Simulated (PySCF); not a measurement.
## Trend along the fifth-period p block: MTl cations

PBE0 with double-zeta basis sets in PySCF, for the lowest determinant that a PBE0 search found; no spin–orbit coupling. De refers to high-spin ground-configuration atoms (the charge goes to the atom of lower measured ionisation energy or higher electron affinity, which is not always the lowest computed limit). A positive dipole points towards Tl; it is taken about the centre of mass and depends on that origin.

```
 M       basis  charged atom  state (unpaired electrons)  Re (Å)  ωe (cm⁻¹)  De (eV)  μ (D)
In    def2-SVP           In+               doublet (σ ↑)   3.615       60.2      n/a  -2.01
Sn    def2-SVP           Tl+          triplet (σ ↑, π ↑)   3.361       69.5      n/a  -0.12
Sb    def2-SVP           Tl+         quartet (σ ↑, π ↑↑)   3.301       66.1      n/a   1.54
Te  cc-pVDZ-PP           Tl+              triplet (π ↑↑)   3.404       74.8      n/a   1.68
 I    def2-SVP           Tl+               doublet (π ↑)   3.411       67.6      n/a   2.92
```

The shortest bond is that of TlSb⁺ (3.301 Å), the longest that of TlIn⁺ (3.615 Å).

The rows differ in basis set, which adds steps of its own.

The state changes along the series, so neighbouring rows are not always alike in their bonding.

Spin–orbit coupling is left out, which matters for elements this heavy, above all for dissociation energies. States were picked by a PBE0 search and need not be the measured ground states.
